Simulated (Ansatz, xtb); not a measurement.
# Two conformers of AlH5O4Si

Structure X: `O[SiH2][O][Al]([OH])[OH]`, a singlet. Structure Y: `O[SiH2][O][Al]([OH])[OH]`, a singlet. Both are isolated molecules in the gas phase, relaxed with PBE0-D4/def2-SVP.

X (Å):

```xyz
11

Al   -0.3824    2.1609    0.8979
O     1.7482    1.0163   -2.4985
O     0.1579    1.0582   -0.2745
O     0.2340    2.1228    2.4715
O    -1.5521    3.3379    0.5773
Si    0.4666    0.3197   -1.7069
H     2.6238    0.8478   -2.1398
H    -0.6884    0.4776   -2.6310
H     0.7483   -1.1205   -1.4273
H     0.8770    1.4880    2.7871
H    -1.9748    3.4831   -0.2691
```

Y (Å):

```yaml
atoms:
  - { symbol: Al, position_ang: [-1.0373, 1.0867, -1.7907] }
  - { symbol: O, position_ang: [1.7487, -0.3572, -0.8078] }
  - { symbol: O, position_ang: [-0.6530, 0.7189, -0.1787] }
  - { symbol: O, position_ang: [-2.5812, 1.4018, -2.3928] }
  - { symbol: O, position_ang: [0.3320, 1.1229, -2.8087] }
  - { symbol: Si, position_ang: [0.8126, 0.2198, 0.4316] }
  - { symbol: H, position_ang: [1.6635, 0.1458, -1.6351] }
  - { symbol: H, position_ang: [0.6185, -0.8976, 1.3925] }
  - { symbol: H, position_ang: [1.4383, 1.3913, 1.1154] }
  - { symbol: H, position_ang: [-3.3933, 1.3949, -1.8847] }
  - { symbol: H, position_ang: [0.3230, 1.3134, -3.7482] }
```

Question: Estimate which is lower in electronic energy at CCSD(T)/def2-SVP + ΔMP2/def2-TZVPP, and by roughly how much.

Answer: The CCSD(T)/def2-SVP + ΔMP2/def2-TZVPP calculation puts structure Y lower, by 1.25 kcal/mol.

Level by level:

```json
{"level": "PBE0-D4/def2-SVP", "geometry": "PBE0-D4/def2-SVP", "E(Y) − E(X) (kcal/mol)": "−3.39", "departure from the last row (kcal/mol)": "−2.15", "job, with rough time for the two": "optimisation, 1.8 min"}
{"level": "HF/def2-SVP", "geometry": "PBE0-D4/def2-SVP", "E(Y) − E(X) (kcal/mol)": "−0.14", "departure from the last row (kcal/mol)": "+1.11", "job, with rough time for the two": "part of the CCSD(T) run"}
{"level": "MP2/def2-SVP", "geometry": "PBE0-D4/def2-SVP", "E(Y) − E(X) (kcal/mol)": "−3.17", "departure from the last row (kcal/mol)": "−1.93", "job, with rough time for the two": "part of the CCSD(T) run"}
{"level": "CCSD(T)/def2-SVP", "geometry": "PBE0-D4/def2-SVP", "E(Y) − E(X) (kcal/mol)": "−3.12", "departure from the last row (kcal/mol)": "−1.87", "job, with rough time for the two": "single point"}
{"level": "CCSD(T)/def2-SVP + ΔMP2/def2-TZVPP", "geometry": "PBE0-D4/def2-SVP", "E(Y) − E(X) (kcal/mol)": "−1.25", "departure from the last row (kcal/mol)": "", "job, with rough time for the two": "single point, 57 s"}
```

HF/def2-SVP finds them nearly level. The largest departure from CCSD(T)/def2-SVP + ΔMP2/def2-TZVPP is that of PBE0-D4/def2-SVP, 2.15 kcal/mol. A small imaginary or near-zero mode remains, so no thermal terms are given. Levels run at GFN2-xTB geometries aren't shown. The last row adds to CCSD(T) the change of the MP2 difference between the two basis sets, here +1.87 kcal/mol.

The correlated steps freeze 14 core orbitals. Codes used: Ansatz 0.2.0, xtb 6.7.1; the last row on 2 threads of Arm Neoverse V1 on a shared host.
